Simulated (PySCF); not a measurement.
C₅H₉F₃.
Bonds: C1–C2, C2–C3, C2–C4, C4–F5, C2–C6, C6–F7, C6–F8. Hydrogens: H9, H10, H11 on C1; H12, H13, H14 on C3; H15, H16 on C4; H17 on C6.

Structure optimised with GFN2-xTB, isolated species.

Task: What internal coordinates does the optimisation give?

Result: 
```json
{"bond": "C1–C2, C2–C3", "length (Å)": "1.530"}
{"bond": "C2–C4", "length (Å)": "1.533"}
{"bond": "C4–F5", "length (Å)": "1.373"}
{"bond": "C2–C6", "length (Å)": "1.537"}
{"bond": "C6–F7, C6–F8", "length (Å)": "1.355"}
{"bond": "C1–H9 and 5 like bonds", "length (Å)": "1.087"}
{"bond": "C4–H15, C4–H16", "length (Å)": "1.094"}
{"bond": "C6–H17", "length (Å)": "1.100"}
```

Bonds in one row agree within 0.01 Å and their mean is given. A selection of angles:
```json
{"angle": "C2–C1–H9", "degrees": "110.2"}
{"angle": "C2–C1–H10", "degrees": "110.6"}
{"angle": "H9–C1–H10", "degrees": "108.8"}
{"angle": "C1–C2–C3", "degrees": "111.1"}
{"angle": "C1–C2–C4", "degrees": "109.3"}
{"angle": "C1–C2–C6", "degrees": "109.7"}
{"angle": "C4–C2–C6", "degrees": "107.9"}
{"angle": "C2–C4–F5", "degrees": "110.8"}
{"angle": "C2–C4–H15", "degrees": "111.4"}
{"angle": "F5–C4–H15", "degrees": "106.8"}
{"angle": "H15–C4–H16", "degrees": "110.2"}
{"angle": "C2–C6–F7", "degrees": "111.1"}
{"angle": "C2–C6–H17", "degrees": "112.7"}
{"angle": "F7–C6–F8", "degrees": "105.9"}
{"angle": "F7–C6–H17", "degrees": "107.8"}
```

Torsions: C1–C2–C4–F5 180° (antiperiplanar); C1–C2–C6–F7 -56° (synclinal). The mirror-image conformer, all signs reversed, is as good.

Of the pairs four or more bonds apart, F5···H14 is among the closest relative to their van der Waals radii: 2.52 Å, 94 % of the sum of Bondi's values.

Point group: C1 (no symmetry element, even within 0.4 Å). GFN2-xTB frequencies: not computed here. One conformer, not necessarily the lowest.
